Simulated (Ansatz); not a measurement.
C₂H₇BrSi, SMILES `[SiH3]CCBr`, relaxed with RKS PBE-D4/def2-SVP in Ansatz from a rough embedded geometry. The force threshold is 0.03 eV/Å; the program also tests the step.

Total charge 0; spin multiplicity 1.

Start:

```xyz
11

Si   -0.380   -1.276   -0.700
C    -0.239    0.519   -0.310
C     0.545    0.788    0.942
Br    0.752    2.646    1.292
H    -1.125   -1.991    0.403
H    -1.249   -1.459   -1.974
H     0.917   -1.925   -0.929
H     0.250    0.984   -1.149
H    -1.212    0.948   -0.241
H     0.130    0.348    1.824
H     1.611    0.417    0.842
```

Question: How much energy does the relaxation release, and in how many steps? (Estimate.)

Answer: Computed: 5.34 kcal/mol, in 5 steps, 1 of them rejected.

Question: Which bonds change most? (An estimate is asked.)

Answer: Computed: C3–Br4 from 1.902 to 1.979 Å; Si1–C2 from 1.843 to 1.908 Å; Si1–H6 from 1.553 to 1.504 Å; C2–H9 from 1.066 to 1.111 Å.

Question: Give the relaxed structure. (Best estimate.)

Answer: Computed: 
```xyz
11

Si   -0.423   -1.320   -0.722
C    -0.231    0.536   -0.324
C     0.579    0.784    0.933
Br    0.779    2.711    1.342
H    -1.117   -2.027    0.411
H    -1.235   -1.483   -1.977
H     0.929   -1.952   -0.923
H     0.246    1.028   -1.199
H    -1.247    0.974   -0.228
H     0.108    0.349    1.834
H     1.614    0.400    0.854
```
